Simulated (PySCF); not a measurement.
3-fluoro-3-methylbut-1-yne (C5H7F), SMILES C#CC(C)(C)F. Heavy atoms are numbered as in [CH:1]#[C:2][C:3]([CH3:4])([CH3:5])[F:6]. Hydrogens are named by the atom that carries them.

Geometry: TPSSh-D3(BJ)/def2-SVP.

These are PBE/pcSseg-1 in PySCF values and carry that method's errors.

GIAO shieldings, no solvent; atoms alike by connectivity are averaged. δ = σ(ref) − σ: ¹³C against TMS (σ = 182.0 ppm); ¹⁹F against CFCl3 (σ = 133.6 ppm); ¹H against TMS (σ = 31.49 ppm), references at their B3LYP-D3(BJ)/def2-TZVP geometries, non-relativistic.

Computed chemical shifts:
```tsv
nucleus	atoms	count	δ (ppm)
¹³C	C3	1	94.0
¹³C	C2	1	89.7
¹³C	C1 (CH)	1	79.4
¹³C	C4 (CH3)	2	34.2
¹⁹F	F6	1	-180.4
¹H	H on C1	1	2.57
¹H	H on C4	6	1.87
```
